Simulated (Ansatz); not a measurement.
`C[Si](C)(C)C#Cc1ccc(-c2ccc(-c3ccc(-c4ccc(C#C[Si](C)(C)C)cc4)cc3)cc2)cc1` with charge -1. Total charge -1; doublet. Geometry PBE-D4/def2-SVP, that of the neutral singlet; atoms count from 1.

```xyz
70

C    11.555    6.246    1.089
Si   11.216    4.880    2.352
C    12.511    3.510    2.202
C    11.204    5.590    4.104
C     9.553    4.155    2.002
C     8.440    3.671    1.768
C     7.156    3.113    1.499
C     6.989    2.116    0.505
C     5.730    1.572    0.245
C     4.582    1.993    0.960
C     3.249    1.413    0.680
C     2.068    2.175    0.836
C     0.810    1.628    0.573
C     0.667    0.290    0.139
C    -0.667   -0.291   -0.140
C    -0.847   -1.267   -1.146
C    -2.105   -1.814   -1.411
C    -3.249   -1.414   -0.681
C    -4.582   -1.994   -0.960
C    -5.538   -2.163    0.069
C    -6.796   -2.710   -0.188
C    -7.156   -3.113   -1.500
C    -8.439   -3.671   -1.769
C    -9.553   -4.155   -2.002
Si  -11.217   -4.879   -2.350
C   -11.838   -4.188   -3.997
C   -11.047   -6.760   -2.448
C   -12.387   -4.395   -0.946
C    -6.202   -2.946   -2.536
C    -4.946   -2.400   -2.267
C    -3.068   -0.438    0.326
C    -1.810    0.110    0.589
C     1.848   -0.472   -0.017
C     3.106    0.075    0.247
C     4.756    2.989    1.951
C     6.010    3.539    2.218
H    12.550    6.706    1.269
H    11.543    5.844    0.056
H    10.789    7.045    1.153
H    12.509    3.072    1.183
H    12.310    2.693    2.924
H    13.527    3.908    2.404
H    10.986    4.800    4.851
H    10.433    6.380    4.206
H    12.189    6.037    4.352
H     7.865    1.781   -0.069
H     5.626    0.821   -0.551
H     2.140    3.232    1.134
H    -0.082    2.265    0.669
H     0.016   -1.592   -1.747
H    -2.202   -2.585   -2.190
H    -5.277   -1.885    1.101
H    -7.520   -2.843    0.628
H   -12.838   -4.602   -4.243
H   -11.145   -4.448   -4.823
H   -11.923   -3.083   -3.958
H   -10.346   -7.054   -3.254
H   -12.031   -7.230   -2.657
H   -10.663   -7.174   -1.494
H   -12.478   -3.292   -0.867
H   -12.018   -4.777    0.027
H   -13.400   -4.813   -1.118
H    -6.468   -3.244   -3.560
H    -4.237   -2.255   -3.095
H    -3.937   -0.087    0.903
H    -1.707    0.856    1.392
H     1.775   -1.529   -0.315
H     3.997   -0.563    0.151
H     3.890    3.319    2.544
H     6.124    4.304    3.000
```

Single mean-field runs in def2-SVP are fitted with def2-universal-jkfit.

Estimate the Mulliken populations of the heavy atoms from the PBE0/def2-SVP orbitals of Ansatz.


```
atom  charge (e)  spin (α − β)
  C1       -0.32          0.00
 Si2        0.52          0.01
  C3       -0.32          0.00
  C4       -0.32          0.00
  C5       -0.45          0.09
  C6        0.15         -0.03
  C7       -0.09          0.11
  C8        0.00          0.00
  C9       -0.05          0.03
 C10        0.03          0.06
 C11        0.02          0.08
 C12       -0.05          0.01
 C13       -0.05          0.02
 C14        0.02          0.08
 C15        0.02          0.08
 C16       -0.05          0.02
 C17       -0.05          0.01
 C18        0.02          0.08
 C19        0.03          0.06
 C20       -0.05          0.03
 C21        0.00          0.00
 C22       -0.09          0.11
 C23        0.15         -0.03
 C24       -0.45          0.09
Si25        0.52          0.01
 C26       -0.32          0.00
 C27       -0.32          0.00
 C28       -0.32          0.00
 C29        0.00          0.00
 C30       -0.05          0.03
 C31       -0.05          0.01
 C32       -0.05          0.02
 C33       -0.05          0.02
 C34       -0.05          0.01
 C35       -0.05          0.03
 C36        0.00          0.00
```
Mulliken values depend strongly on the basis.

Where does the spin sit?

Summed by element: C 1.00, Si 0.01, H -0.01, of 1 unpaired in all. Largest on single atoms: C7 0.11, C22 0.11, C5 0.09.

And the Mayer bond orders between heavy atoms (over 0.3)?

C1–Si2 1.00 (1.89 Å); Si2–C3 1.01 (1.89 Å); Si2–C4 1.01 (1.89 Å); Si2–C5 0.91 (1.85 Å); C5–C6 2.67 (1.24 Å); C6–C7 1.03 (1.43 Å); C7–C8 1.29 (1.42 Å); C7–C36 1.29 (1.42 Å); C8–C9 1.44 (1.40 Å); C9–C10 1.31 (1.42 Å); C10–C11 1.09 (1.48 Å); C10–C35 1.31 (1.42 Å); C11–C12 1.31 (1.41 Å); C11–C34 1.31 (1.41 Å); C12–C13 1.45 (1.40 Å); C13–C14 1.31 (1.41 Å); C14–C15 1.08 (1.48 Å); C14–C33 1.31 (1.41 Å); C15–C16 1.31 (1.41 Å); C15–C32 1.31 (1.41 Å); C16–C17 1.45 (1.40 Å); C17–C18 1.31 (1.41 Å); C18–C19 1.08 (1.48 Å); C18–C31 1.31 (1.41 Å); C19–C20 1.31 (1.42 Å); C19–C30 1.31 (1.42 Å); C20–C21 1.44 (1.40 Å); C21–C22 1.29 (1.42 Å); C22–C23 1.03 (1.43 Å); C22–C29 1.29 (1.42 Å); C23–C24 2.67 (1.24 Å); C24–Si25 0.91 (1.85 Å); Si25–C26 1.01 (1.89 Å); Si25–C27 1.00 (1.89 Å); Si25–C28 1.01 (1.89 Å); C29–C30 1.44 (1.40 Å); C31–C32 1.45 (1.40 Å); C33–C34 1.45 (1.40 Å); C35–C36 1.44 (1.40 Å).
